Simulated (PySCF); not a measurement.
SiClI, SMILES I[Si]Cl (connectivity only; charge and spin as stated), neutral, multiplicity 1. Geometry optimised at B3LYP-D3(BJ)/def2-TZVP. The def2 effective core potentials stand for the cores of I; spin–orbit coupling is left out.

The numbers are results of PySCF 2.14.0 with B3LYP-D3(BJ)/def2-TZVP, not measurements.

Harmonic wavenumbers (cm⁻¹): 136, 335, 496. Rotational constants (GHz): 11.68, 1.258, 1.135; symmetry number 1.

Task: Work out the zero-point energy and the ideal-gas rigid-rotor harmonic-oscillator thermochemistry at 298.15 K and 1 atm.

Result: ZPE = ½ Σ hcν = ½ × 966 cm⁻¹ = 5.78 kJ/mol. H − E(el) = 19.04 kJ/mol. Entropy in J/(mol K): translation 174.21, rotation 114.46, vibration 19.94, total 308.61. G − E(el) = -72.97 kJ/mol. Cp = 53.27 J/(mol K). Modes under 150 cm⁻¹ make the vibrational entropy uncertain.
